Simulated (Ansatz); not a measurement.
A made-up structure of LiBSiHO, doublet:

```json
{"atom": "Li1", "x (Å)": "-1.9302", "y (Å)": "-0.3190", "z (Å)": "-0.6455"}
{"atom": "Si2", "x (Å)": "0.1211", "y (Å)": "-0.9619", "z (Å)": "0.4736"}
{"atom": "B3", "x (Å)": "1.9682", "y (Å)": "-0.4658", "z (Å)": "1.0133"}
{"atom": "O4", "x (Å)": "-0.3986", "y (Å)": "0.5145", "z (Å)": "-0.3924"}
{"atom": "H5", "x (Å)": "2.4147", "y (Å)": "-0.3457", "z (Å)": "2.0663"}
```

It is relaxed with PBE-D4/def2-SVP and then PBE0-D4/def2-TZVP (Ansatz 0.2.0). Atoms count as bonded within 1.22 times the sum of their covalent radii (H–H: 0.88 Å). The end point is not checked to be a true minimum.

Question: Does its bonding change? (A judgement: the text doesn't fix the answer.)

Answer: The calculation gives: Yes. Formed: none; broken: Li1–Si2.

Where it ends: The first stage lowers the energy by 0.92 eV in 19 steps. It ends as LiBSiHO ([Li][O][Si][BH]):
```xyz
5
angstrom
Li -1.9310 0.2129 -1.2882
Si 0.1882 -0.8242 0.9075
B 1.9471 -0.1897 1.1615
O -0.8979 -0.3563 -0.1511
H 2.8688 -0.4207 1.8856
```

Labels in which every atom is bracketed show which atoms are joined, not bond orders.

For scale, one of the runs: PBE0-D4/def2-TZVP relaxation, 119 basis functions, launched by `ansatz run in.yaml --threads 2 --pin off --events-out ev --progress --plain --max-ram 4352MiB`. Hardware: 2 CPU threads of an Arm Neoverse V2, shared host. Wall time about 35 s.
